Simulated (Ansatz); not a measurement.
Cost and result up the ladder for Ga₃P₂ (5 atoms). Total charge 0; doublet. Geometry: PBE0-D4/def2-SVP.

```xyz
5

Ga   -1.013   -2.466    0.052
Ga    0.162    1.751   -1.346
Ga    1.135    1.406    1.284
P    -0.776   -0.067    0.833
P     0.491   -0.624   -0.823
```

Ansatz on 4 threads of Arm Neoverse V2 on a shared host. Times are rough, and most runs start from the orbitals of an earlier one. PBE0-D4/def2-TZVP serves as the yardstick here, not as an exact answer. Differences are given only for rows in sets of like size (and for xTB, whose basis is part of the method), since another set adds its own error. Binding counts from free atoms at the same level (Ga doublet, P quartet; other spins of the atoms weren't run), without zero-point energy or a counterpoise term.

Correlated methods freeze 37 core orbitals; core or outer-core shells of Ga are correlated, in sets that lack core-valence functions. The rows differ in basis, and correlated rows in double-zeta sets carry the largest basis error. Another isomer (doublet) lies 0.15 eV lower at PBE0-D4/def2-TZVP; other spin states weren't run for this one.

Correlated methods converge slowly with the basis, most of all in double-zeta sets.

| level | functions | binding energy per atom (eV) | difference from PBE0-D4/def2-TZVP (eV) |
| --- | --- | --- | --- |
| r2SCAN-D4/def2-TZVP | 218 | 2.30 | 0.01 |
| HF/def2-TZVP | 218 | 1.00 | -1.29 |
| PBE0-D4/def2-TZVP | 218 | 2.29 | 0.00 |
| r2SCANh-D4/def2-TZVP | 218 | 2.26 | -0.03 |
| PBE-D4/def2-TZVP (with forces) | 218 | 2.43 | 0.14 |
| CCSD(T)/def2-SVP | 132 | 1.81 | – |

(1) Estimate how long each takes.

Results:

(1) PBE-D4/def2-TZVP (with forces) 5.5 s; HF/def2-TZVP 12 s; PBE0-D4/def2-TZVP 16 s; r2SCAN-D4/def2-TZVP 17 s; r2SCANh-D4/def2-TZVP 23 s; CCSD(T)/def2-SVP 59 s. On shared hardware such times vary by a factor of up to 3.
